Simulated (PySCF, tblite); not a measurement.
Compound: C7H10N (doublet state).
Geometry (GFN2-xTB, Å), atoms numbered from 1 in this order:
```
atom  x, y, z in Å
N1     2.8082   -0.0290    0.3537
C2     1.8917   -0.1453   -0.7752
C3     0.4356   -0.0188   -0.3853
C4    -0.3732   -1.1089   -0.3253
C5    -1.7987   -1.0367    0.1020
C6    -2.2283    0.3399    0.4726
C7    -1.3841    1.3987    0.4046
C8    -0.0562    1.2513   -0.0197
H9     2.6111   -0.7589    1.0315
H10    2.6681    0.8620    0.8203
H11    2.1533    0.6407   -1.4902
H12    2.0724   -1.1147   -1.2469
H13   -0.0003   -2.0843   -0.6052
H14   -2.4462   -1.4258   -0.7016
H15   -1.9696   -1.7226    0.9486
H16   -3.2504    0.4629    0.7979
H17   -1.7343    2.3835    0.6818
H18    0.5919    2.1123   -0.0751
```

The geometry is computed with GFN2-xTB (gas phase). This method treats the open shell by occupation alone, without spin polarisation.

Take the most abundant isotopes and a rigid rotor. The values belong to one conformer with, in the numbering `[NH2:1][CH2:2][C:3]1=[CH:4][CH2:5][CH:6][CH:7]=[CH:8]1`, H–N1–C2–C3 60° and -58°, N1–C2–C3–C4 -105°.

(1) Give the principal moments of inertia and the rotational constants in MHz.

(2) Classify the top.

(3) What does the inertial defect say?

(4) Give the other two planar moments, Paa and Pbb, and the rms extents of the mass along the axes.

(5) Estimate the classical rotational partition function at 25 K, 50 K and 200 K.

## Answers

(1) Ia = 115.65, Ib = 348.43, Ic = 425.74 u·Å²; 505379 MHz·u·Å²/I gives A = 4370, B = 1450, C = 1187 MHz.

(2) An asymmetric top; Ray's κ = -0.834.

(3) Not planar: Δ = Ic − Ia − Ib = -38.34 u·Å². For a rigid frame Δ = −2 Σ m c², so Σ m c² = 19.17 u·Å² lies off the ab plane: 7.30 from hydrogen and 11.87 from heavier atoms. The atom farthest from that plane is 1.42 Å away.

(4) Paa = Σ m a² = (Ib + Ic − Ia)/2 = 329.26 and Pbb = Σ m b² = (Ia + Ic − Ib)/2 = 96.48 u·Å². With the mass M = 108.08 u, the rms extents √(P/M) along a, b and c are 1.75, 0.94, 0.42 Å.

(5) Point group C1, symmetry number σ = 1; q = (√π/σ)·√((kT/h)³/(ABC)), k/h = 20836.6 MHz/K: 7680 at 25 K, 21700 at 50 K, 174000 at 200 K.

For this open shell read J as N, the rotation without spin; fine and hyperfine splittings come on top. Its GFN2-xTB frequencies are all real (lowest 53 cm⁻¹). No vibrational averaging or centrifugal distortion is included, and the geometry carries the error of its method.
